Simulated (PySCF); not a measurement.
Cartesian coordinates in Å; atom numbers follow the order of the lines, from 1:
```xyz
17

Si    2.456   -0.991    0.358
O     1.127   -1.033   -0.627
Si   -0.204   -0.173   -1.139
C    -1.801   -0.930   -0.472
C    -2.203    0.060    0.590
C    -1.523    1.213    0.702
C    -0.380    1.484   -0.241
H     3.074   -2.347    0.376
H     3.456   -0.001   -0.148
H     2.069   -0.605    1.750
H    -0.123   -0.077   -2.625
H    -2.579   -1.030   -1.249
H    -1.644   -1.942   -0.062
H    -3.042   -0.163    1.258
H    -1.795    1.953    1.462
H     0.535    1.792    0.295
H    -0.614    2.313   -0.934
```

Geometry: PBE0-D3(BJ)/def2-SVP; GIAO shifts from PySCF 2.14, gas phase, non-relativistic, averaged over equivalent atoms.

At PBE/pcSseg-1 (183 basis functions, 30 s wall time on 1 thread of an Arm Neoverse V2, shared host):
```csv
atoms,δ (ppm)
Si3,19.6
Si1,-41.9
O2,30.8
C5/C6,138.4
C4/C7,23.3
H14/H15,6.13
H11,5.64
H8/H9/H10,5.16
H13/H16,1.64
H12/H17,1.62
```

δ = σ(ref) − σ, references computed at the same level: $^{29}$Si (σ = 334.61 ppm) and $^{13}$C (σ = 180.03 ppm) and $^{1}$H (σ = 31.20 ppm) against TMS; $^{17}$O (σ = 334.63 ppm) against H2O.

**Question.** What do these become at PBE0/pcSseg-1?

**Answer.** 
```
    atoms  δ at PBE0/pcSseg-1  change
      Si3                18.9    -0.7
      Si1               -40.0    +1.9
       O2                20.7   -10.1
    C5/C6               140.1    +1.7
    C4/C7                21.1    -2.2
  H14/H15                6.14   +0.01
      H11                5.39   -0.25
H8/H9/H10                4.94   -0.22
  H13/H16                1.52   -0.12
  H12/H17                1.49   -0.13
```

Shifts are taken against calculated references (same method and geometry level): $^{29}$Si (σ = 351.99 ppm), $^{13}$C (σ = 184.41 ppm), $^{1}$H (σ = 31.27 ppm) against TMS; $^{17}$O (σ = 334.56 ppm) vs H2O.

The largest change is at O2 (oxygen bonded to 2 Si). Cost: 183 basis functions, 33 s wall time on 1 thread of an Arm Neoverse V2, shared host.

Experimental scales use liquid or dissolved standards, which lie at an offset from isolated H2O (liquid H2O: subtract about 36 ppm).
